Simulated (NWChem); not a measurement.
Molecule: C₂H₄BrCl; SMILES [C@H](Cl)(Br)C

All runs: NWChem. Pople sets run with spherical d functions. STO-3G and 3-21G are far too small for this property and stand as cheap habits. Geometry: optimised at PBE0/def2-SVP. Vertical excitations in the gas phase; the lowest state need not have the same character in each row.

```json
[
 {"level": "B3LYP/3-21G, TDA", "basis functions": "61", "lowest excitation, singlet (eV)": "5.97", "orbital gap (eV)": "7.11", "relative time": "1"},
 {"level": "B3LYP/6-31G*, TDA", "basis functions": "86", "lowest excitation, singlet (eV)": "5.91", "orbital gap (eV)": "7.06", "relative time": "3"},
 {"level": "B3LYP/def2-SVP, TDA", "basis functions": "98", "lowest excitation, singlet (eV)": "6.07", "orbital gap (eV)": "7.21", "relative time": "3"},
 {"level": "B3LYP/def2-SVPD, TDA", "basis functions": "140", "lowest excitation, singlet (eV)": "5.80", "orbital gap (eV)": "6.92", "relative time": "8"},
 {"level": "B3LYP/aug-cc-pVDZ, TDA", "basis functions": "145", "lowest excitation, singlet (eV)": "5.79", "orbital gap (eV)": "6.90", "relative time": "40"}
]
```

Relative times are rough (shared machine, one core).
